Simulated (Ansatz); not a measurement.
The cluster Rb2Br⁻. Total charge -1; triplet. Geometry PBE0-D4/def2-TZVP, that of the neutral doublet; atoms count from 1.

```xyz
3

Rb   -1.3347    0.3548   -1.8780
Rb    1.9974   -1.0137    0.6460
Br   -0.6627    0.6589    1.2320
```

In the def2 sets Rb takes a core potential; there is no spin–orbit coupling. The highest occupied level of the charge -1 triplet lies above zero (up to 0.22 eV). By energy differences its removal costs 0.55 eV (vertical, to the charge 0 doublet, at PBE0-D4/def2-TZVPD); a positive level beside a positive removal energy at the same level points to self-interaction error. The structure comes from a short search, and lower isomers may exist.

(1) Estimate the Mulliken populations from the PBE0/def2-TZVPD orbitals of Ansatz.

(2) Where does the spin sit?

Answers

(1) 
| atom | charge (e) | spin (α − β) |
| --- | --- | --- |
| Rb1 | -0.05 | 1.02 |
| Rb2 | -0.05 | 1.02 |
| Br3 | -0.90 | -0.03 |
Mulliken values and Mayer orders depend strongly on the basis. With diffuse functions, as here, like atoms can get unlike values, and bond orders can come out too low or too high.

(2) Summed by element: Rb 2.03, Br -0.03, of 2 unpaired in all. Largest on single atoms: Rb1 1.02, Rb2 1.02, Br3 -0.03.
